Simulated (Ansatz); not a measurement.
Consider the ligand exchange at a B–N bond: `BNCCN` + `C[Si](N)(O)F` → `BN[Si](C)(O)F` + `NCCN`.

Program: Ansatz. Geometries: PBE0-D4/def2-TZVP. ΔE: electronic, gas phase. CBS: MP2 limit from def2 TZ/QZ plus the TZ coupled-cluster correction, frozen cores. DFT in def2-TZVPP. B3LYP here is the variant with VWN-RPA as its local correlation; programs differ in this. Each species was taken in one conformer, which may not be the lowest.

```
             level  ΔE (kcal/mol)  difference from CCSD(T)/CBS
            PBE-D4            6.8                          0.6
         r2SCAN-D4            6.6                          0.4
           PBE0-D4            6.6                          0.4
          B3LYP-D4            6.5                          0.3
           ωB97X-V            6.3                          0.1
           ωB97M-V            6.5                          0.3
            B2PLYP            6.7                          0.5
               PBE            7.1                          0.9
            r2SCAN            6.6                          0.4
              PBE0            6.9                          0.7
             B3LYP            6.9                          0.7
     HF/def2-TZVPP            5.3                         -0.9
    MP2/def2-TZVPP            6.6                          0.4
SCS-MP2/def2-TZVPP            6.3                          0.1
   CCSD/def2-TZVPP            6.0                         -0.2
CCSD(T)/def2-TZVPP            6.1                         -0.1
     HF/def2-QZVPP            5.2                         -1.0
    MP2/def2-QZVPP            6.6                          0.4
SCS-MP2/def2-QZVPP            6.3                          0.1
      HF/CBS(def2)            5.2                         -1.0
     MP2/CBS(def2)            6.7                          0.5
    CCSD/CBS(def2)            6.2                          0.0
       CCSD(T)/CBS            6.2                            0
```

Largest T1 diagnostic among the species: 0.012.

In def2-TZVPP, CCSD(T) changes the Hartree–Fock value by +0.8 kcal/mol (the triples alone add +0.1 kcal/mol) and MP2 by +1.3 kcal/mol.
